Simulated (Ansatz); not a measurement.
Correlation energies of `OC(F)([SiH3])Cl` by basis set

Cartesian coordinates in Å:
```
O 1.043 0.196 1.252
C 0.302 0.578 0.189
F -0.479 1.655 0.520
Si -0.774 -0.874 -0.463
Cl 1.363 1.158 -1.168
H 1.627 0.920 1.517
H -1.567 -0.353 -1.598
H -1.655 -1.322 0.642
H 0.140 -1.957 -0.890
```

Total charge 0; spin multiplicity 1. The structure was optimised at the PBE0-D4/def2-TZVP level. It is one conformer, not always the lowest. Frozen core, restricted reference, Ansatz. CBS rows extrapolate triple and quadruple zeta; past MP2 they add the triple-zeta difference.

| basis | HF (Eh) | MP2 corr. | CCSD corr. | (T) | CCSD(T) total |
| --- | --- | --- | --- | --- | --- |
| def2-SVP | -962.50732 | -0.73972 | -0.78454 | -0.01905 | -963.31091 |
| def2-TZVPP | ? | -0.96868 | ? | ? | ? |
| def2-QZVPP | -963.06524 | -1.05305 | – | – | – |
| CBS(def2) | -963.06954 | ? | -1.15624 | as TZ | ? |

Fill in the withheld values. (Estimate.)

Computed: def2-TZVPP HF (Eh): -963.03399; def2-TZVPP CCSD corr.: -1.00938; def2-TZVPP (T): -0.03846; def2-TZVPP CCSD(T) total: -964.08183; CBS(def2) MP2 corr.: -1.11554; CBS(def2) CCSD(T) total: -964.26424.
